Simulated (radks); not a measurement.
Problem. All-electron atom: Ba in [Xe] 6s2. Calculated with a radial shooting solver on a logarithmic mesh with Libxc functionals: Dirac Kohn-Sham, PBE, spin-unpolarised, spherical densities, finite nucleus; Fermi nuclear charge, rms radius 4.8378 fm. Some entries of the table are withheld. Estimate them.

| orbital | occ. | eigenvalue (eV) | <r^2> (bohr^2) | r(max) (bohr) |
|---|---|---|---|---|
| 1s1/2 | 2 | -37226.06 | 0.0008885 | 0.01642 |
| 2s1/2 | 2 | -5881.766 | 0.01415 | 0.09302 |
| 2p1/2 | 2 | -5540.624 | 0.01041 | 0.07107 |
| 2p3/2 | 4 | -5158.893 | 0.01168 | 0.07614 |
| 3s1/2 | 2 | -1241.580 | 0.09732 | 0.2665 |
| 3p1/2 | 2 | -1098.368 | 0.09212 | 0.2531 |
| 3p3/2 | 4 | -1024.582 | 0.09986 | 0.2642 |
| 3d3/2 | 4 | -773.2954 | (1) | (2) |
| 3d5/2 | 6 | -757.5671 | (3) | (4) |
| 4s1/2 | 2 | -243.5969 | 0.5127 | 0.6254 |
| 4p1/2 | 2 | -191.5341 | 0.5527 | 0.6375 |
| 4p3/2 | 4 | -176.1571 | 0.5964 | 0.6616 |
| 4d3/2 | 4 | -91.1256 | 0.7340 | 0.6910 |
| 4d5/2 | 6 | -88.5121 | 0.7524 | 0.6990 |
| 5s1/2 | 2 | -33.6295 | 3.022 | 1.473 |
| 5p1/2 | 2 | -20.1654 | 3.939 | 1.626 |
| 5p3/2 | 4 | -18.0944 | 4.312 | 1.695 |
| 6s1/2 | 2 | (5) | 25.96 | 4.152 |

Solution. 
(1) 3d3/2 <r^2> (bohr^2): 0.08261
(2) 3d3/2 r(max) (bohr): 0.2133
(3) 3d5/2 <r^2> (bohr^2): 0.08482
(4) 3d5/2 r(max) (bohr): 0.2165
(5) 6s1/2 eigenvalue (eV): -3.2292
